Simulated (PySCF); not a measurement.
**Electronic structure of Br(2+) (bromine, charge +2) at the MN15 level**

Configuration: [Ar] 3d10 4s1 4p4, high-spin 4P determinant (an excited configuration). Computed with PySCF 2.14 in aug-cc-pVTZ-PP with ECP10MDF, with scalar relativity through the core potential.

| Property | Result |
| --- | --- |
| Total energy | -415.5864 hartree |
| One-electron energy | -705.6732 hartree |
| Hartree (Coulomb) energy | 320.9370 hartree |
| Exchange-correlation energy | -30.8502 hartree |
| ⟨S²⟩ | 3.7518 |
| ⟨L²⟩ | 2.014 |
| Sum of ⟨r⟩ | 19.35 bohr |
| Sum of ⟨r²⟩ | 25.59 bohr² |
| Traceless quadrupole moment −½Σ⟨3z² − r²⟩ along its main axis | -1.42 e·bohr² |

```json
{"shell": "3s α", "electrons": "1", "mean orbital energy (eV)": "-247.49", "spread (eV)": "0", "rms radius, mean of both spins (bohr)": "0.608"}
{"shell": "3s β", "electrons": "1", "mean orbital energy (eV)": "-247.45", "spread (eV)": "0", "rms radius, mean of both spins (bohr)": "0.608"}
{"shell": "3p α", "electrons": "3", "mean orbital energy (eV)": "-197.12", "spread (eV)": "0.724", "rms radius, mean of both spins (bohr)": "0.625"}
{"shell": "3p β", "electrons": "3", "mean orbital energy (eV)": "-197.09", "spread (eV)": "0.684", "rms radius, mean of both spins (bohr)": "0.625"}
{"shell": "3d α", "electrons": "5", "mean orbital energy (eV)": "-101.20", "spread (eV)": "0.694", "rms radius, mean of both spins (bohr)": "0.638"}
{"shell": "3d β", "electrons": "5", "mean orbital energy (eV)": "-101.00", "spread (eV)": "0.665", "rms radius, mean of both spins (bohr)": "0.638"}
{"shell": "4s α", "electrons": "1", "mean orbital energy (eV)": "-46.745", "spread (eV)": "0", "rms radius, mean of both spins (bohr)": "1.70"}
{"shell": "4p α", "electrons": "3", "mean orbital energy (eV)": "-32.155", "spread (eV)": "1.481", "rms radius, mean of both spins (bohr)": "1.97"}
{"shell": "4p β", "electrons": "1", "mean orbital energy (eV)": "-28.872", "spread (eV)": "0", "rms radius, mean of both spins (bohr)": "1.97"}
```

Energies and moments cover only the electrons outside the core potential.
